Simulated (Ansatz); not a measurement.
Abridged output of a molecular run in Ansatz:

```
Functional definition: HF
995 factors; integrals over basis functions are off by at most 1.2e-3 eV
mean field evaluation 1: about -25917.9064 eV, gradient 4.5e1 eV
mean field evaluation 2: about -25917.9092 eV, gradient 4.5e1 eV
mean field evaluation 4: about -25921.5247 eV, gradient 2.5e0 eV
mean field evaluation 8: about -25921.5441 eV, gradient 8.3e-5 eV
mean field -25921.54411437 eV, -952.5991759496 hartree, gradient 2.4e-6 eV, S^2 0.000000; 0 other end points of the search recorded, 0 dependent functions left out
14 core orbitals not correlated: weight in the atoms' cores, before any rotation towards them, 1.000 or more for the frozen orbitals, at most 0.000 for the correlated occupied ones
reference -25921.54411437 eV, -952.5991759496 hartree; 19, 19 occupied and 74, 74 virtual orbitals, 995 factors
second order -24.92676524 eV of doubles, -0.00000000 eV of singles
cycle   1  -25.10250587 eV  change   -1.8e-1 eV  update   1.1e-1
cycle   2  -25.62850577 eV  change   -5.3e-1 eV  update   2.8e-2
cycle   3  -25.75988308 eV  change   -1.3e-1 eV  update   1.4e-2
cycle   4  -25.75124779 eV  change    8.6e-3 eV  update   2.2e-3
cycle   5  -25.74994186 eV  change    1.3e-3 eV  update   7.9e-4
cycle   6  -25.75028410 eV  change   -3.4e-4 eV  update   1.9e-4
cycle   7  -25.75016277 eV  change    1.2e-4 eV  update   6.0e-5
cycle   8  -25.75010138 eV  change    6.1e-5 eV  update   1.6e-5
cycle   9  -25.75009769 eV  change    3.7e-6 eV  update   5.2e-6
perturbative correction -0.41235181 eV, -0.0151536497 hartree
Total energy: -25947.70656388 eV, -953.5606282354 hartree
```

Its atoms:

```xyz
9

F     1.421    1.677    1.642
Si    1.062    0.250    1.099
F     2.370   -0.392    0.513
F     0.599   -0.631    2.314
O    -0.073    0.356   -0.002
Si   -1.118   -0.200   -1.145
H    -2.054   -1.162   -0.517
H    -0.349   -0.865   -2.223
H    -1.857    0.966   -1.680
```

Problem. Which basis set was used?
A. def2-SVP
B. def2-QZVPP
C. cc-pV(Q+d)Z
D. def2-SVPD

Solution. A. It gives 107 functions.

Problem. Write the keys of the input that set method, charge and spin (a neutral closed shell needs none for the last two).

Solution. 
```yaml
correlation: {method: ccsd_t}
```
